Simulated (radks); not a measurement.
Results of a calculation; reference values are marked as such.
Q: Ionisation of Xe2+, [Kr] 4d10 5s2 5p4, to Xe3+, [Kr] 4d10 5s2 5p3, under several functionals. Dirac Kohn-Sham, spin-unpolarised, spherical densities, finite nucleus; open shells are shared between the two j in proportion to 2j + 1; a radial shooting solver on a logarithmic mesh with Libxc functionals. Known Delta-SCF values: PW91 31.843 eV; RPBE 31.707 eV; B86b exchange with PBE correlation 31.786 eV. What does PBEsol give, and what is its highest occupied eigenvalue?

A: 31.812 eV by Delta-SCF; the 5p3/2 eigenvalue is -26.181 eV. NIST: 31.05 eV (semi-empirical).

Beside tabulated values, note that spin-unpolarised runs miss the spin-polarisation part of the exchange energy of open shells.
